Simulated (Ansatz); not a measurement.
Frontier orbitals of CH$_{4}$BBrO, SMILES `OCBBr`.

Charge 0, multiplicity 1. Correlated methods include outer-core shells of Br, which these sets cover unevenly. Scalar relativity is left out up to krypton. The geometry is a stationary point of PBE0-D4/def2-TZVP. It is one conformer, not always the lowest. Basis def2-TZVPP, Ansatz.

Orbital energies of one run (eV). Highest occupied ones, from the top: -9.72, -9.76, -10.47, -10.87, -11.81, -14.20, -14.44, -14.68, -16.83, -21.81, -24.58, -31.72, -77.85, -77.85. Empty: -0.60, 1.44, 1.96, 2.68, 3.08, 3.24.

Which functional gave them?
A. r2SCAN0
B. LC-ωPBE
C. B3LYP
D. BHLYP

D. HOMO energies: BHLYP -9.72, r2SCAN0 -8.40, B3LYP -7.88, LC-ωPBE -10.98 eV.

B3LYP here is the variant with VWN-RPA as its local correlation; programs differ in this. LC-ωPBE has ω = 0.4 bohr⁻¹.
